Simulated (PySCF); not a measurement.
**F²⁺ (fluorine, charge +2): UHF calculation**

Configuration: [He] 2s1 2p3 3d1, high-spin 6D determinant (an excited configuration). Computed with PySCF 2.14 in aug-cc-pVQZ with one added diffuse shell each of s, p, d, f, g type (7s6p5d4f3g, 105 functions), with no relativity, point nucleus.

| Item | Value |
| --- | --- |
| Total energy | -95.596539 hartree |
| One-electron energy | -120.6261 hartree |
| Hartree (Coulomb) energy | 34.0426 hartree |
| Exchange energy | -9.0131 hartree |
| Kinetic energy | 95.60219 hartree |
| ⟨S²⟩ | 8.7500 |
| ⟨L²⟩ | 6.001 |
| Sum of ⟨r⟩ | 6.849 bohr |
| Sum of ⟨r²⟩ | 15.15 bohr² |
| Traceless quadrupole moment −½Σ⟨3z² − r²⟩ along its main axis | 3.33 e·bohr² |
| Density at the nucleus (Gaussians lack the cusp) | 433 bohr⁻³ |
| Spin density at the nucleus | 14.4 bohr⁻³ |
| Langevin diamagnetic susceptibility | -12.0 ×10⁻⁶ cm³/mol |

```json
{"shell": "1s α", "electrons": "1", "mean orbital energy (hartree)": "-28.90626", "spread (hartree)": "0", "rms radius, mean of both spins (bohr)": "0.204"}
{"shell": "1s β", "electrons": "1", "mean orbital energy (hartree)": "-28.59670", "spread (hartree)": "0", "rms radius, mean of both spins (bohr)": "0.204"}
{"shell": "2s α", "electrons": "1", "mean orbital energy (hartree)": "-3.78792", "spread (hartree)": "0", "rms radius, mean of both spins (bohr)": "0.939"}
{"shell": "2p α", "electrons": "3", "mean orbital energy (hartree)": "-2.91488", "spread (hartree)": "0.00296", "rms radius, mean of both spins (bohr)": "0.916"}
{"shell": "3d α", "electrons": "1", "mean orbital energy (hartree)": "-0.53149", "spread (hartree)": "0", "rms radius, mean of both spins (bohr)": "3.42"}
```

The outer electron is Rydberg-like, and this basis confines it to a smaller radius and binds it less than a complete one would.

Spin-orbit constants ζ (cm⁻¹) from the X2C one-electron operator on these orbitals (non-relativistic here): bare nucleus, nucleus screened by l(l+1)(2l+1)/3 electrons, and screened by the Breit-Pauli mean field of the electrons.

| shell | bare | screened nucleus | mean field |
| --- | --- | --- | --- |
| 2p | 605.9 | 471.2 | 419.3 |
| 3d | 6.242 | 2.081 | 1.912 |

To first order the Landé constant is A = 0.3824 cm⁻¹, so the lowest level has J = 1/2 and lies 0.000332 eV below the centre of the term. This holds in LS coupling only.
